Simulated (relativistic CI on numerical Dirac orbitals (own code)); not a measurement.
# Cr19+: q coefficients and field-shift factors

Calculated at this level of theory: Dirac-Coulomb-Breit CI, KLI orbitals optimised for each configuration, derivatives by finite differences, unscaled Slater integrals, QED left out (own radial code, finite nucleus).

Configuration list (outside the closed core 1s2): 2s²2p, 2s2p², 2p³, 2p²3s, 2p²3p, 2p²3d, 2s²3s, 2s²3p. Levels of other configurations are missing.

With x = (α/α₀)² − 1 an excitation energy changes as ω = ω₀ + qx; K = 2q/ω₀ is the relative enhancement. Terms are leading LS components, so labels can repeat. The field-shift factor is F = δν/δ⟨r²⟩ for the transition from the lowest level.

Lowest level 2s²2p ²P°1/2.

| Level | ω₀ (cm⁻¹) | q (cm⁻¹) | K | F (GHz/fm²) |
| --- | --- | --- | --- | --- |
| 2s²2p ²P°3/2 | 82611 | 84260 | 2.04 | -0.518 |
| 2s2p² ⁴P1/2 | 351282 | 59780 | 0.34 | -63.4 |
| 2s2p² ⁴P3/2 | 387542 | 104500 | 0.539 | -63.5 |
| 2s2p² ⁴P5/2 | 426700 | 138100 | 0.647 | -63.5 |
| 2s2p² ²D3/2 | 646955 | 116600 | 0.361 | -64.7 |
| 2s2p² ²D5/2 | 658470 | 141000 | 0.428 | -64.6 |
| 2s2p² ²P1/2 | 768507 | 77790 | 0.202 | -65.7 |
| 2s2p² ²S1/2 | 855357 | 163800 | 0.383 | -65.8 |
| 2s2p² ²P3/2 | 870622 | 162200 | 0.373 | -67 |
| 2p³ ⁴S°3/2 | 1105542 | 177900 | 0.322 | -132 |
| 2p³ ²D°3/2 | 1244670 | 169600 | 0.272 | -131 |
| 2p³ ²D°5/2 | 1263141 | 199700 | 0.316 | -132 |
| 2p³ ²P°1/2 | 1397278 | 198900 | 0.285 | -129 |

At this charge energies of transitions that change n are usually good to better than 1 %, and those within a shell (Δn = 0) to a few per cent.
